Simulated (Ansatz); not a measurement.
TiNF3H2⁻, that is Ti(NH2)F3 with one electron more. Total charge -1; doublet. Geometry PBE0-D4/def2-SVP, that of the neutral singlet; atoms count from 1.

```
atom   x (Å)   y (Å)   z (Å)
 Ti1   0.150   0.124  -0.690
  N2  -0.202  -0.226   1.082
  H3  -0.715  -1.036   1.424
  H4   0.055   0.390   1.850
  F5   0.089  -1.386  -1.545
  F6   1.685   0.935  -0.784
  F7  -1.063   1.201  -1.337
```

The highest occupied level of the charge -1 doublet lies above zero (up to 2.06 eV). Energy differences disagree on whether the electron is bound (positive means bound): 0.21 eV (vertical, to the charge 0 singlet, at PBE0-D4/def2-TZVPD), but -0.08 eV at r2SCAN-D4/def2-TZVPD.

(1) Estimate the Mulliken populations from the PBE0/def2-TZVPD orbitals of Ansatz.

(2) Where does the spin sit?

(3) And the Mayer bond orders between bonded heavy atoms (over 0.3)?

## Answers

(1) 
```json
{"atom": "Ti1", "charge (e)": "1.75", "spin (α − β)": "0.95", "d electrons": "2.22"}
{"atom": "N2", "charge (e)": "-0.70", "spin (α − β)": "-0.04", "d electrons": "–"}
{"atom": "H3", "charge (e)": "0.07", "spin (α − β)": "0.04", "d electrons": "–"}
{"atom": "H4", "charge (e)": "0.06", "spin (α − β)": "0.03", "d electrons": "–"}
{"atom": "F5", "charge (e)": "-0.72", "spin (α − β)": "0.01", "d electrons": "–"}
{"atom": "F6", "charge (e)": "-0.73", "spin (α − β)": "0.01", "d electrons": "–"}
{"atom": "F7", "charge (e)": "-0.74", "spin (α − β)": "0.00", "d electrons": "–"}
```
Mulliken values and Mayer orders depend strongly on the basis. With diffuse functions, as here, like atoms can get unlike values, and bond orders can come out too low or too high.

(2) Summed by element: Ti 0.95, N -0.04, H 0.07, F 0.02, of 1 unpaired in all. Largest on single atoms: Ti1 0.95, N2 -0.04, H3 0.04.

(3) Ti1–N2 0.79 (1.84 Å); Ti1–F5 0.42 (1.74 Å); Ti1–F6 0.42 (1.74 Å); Ti1–F7 0.42 (1.75 Å).
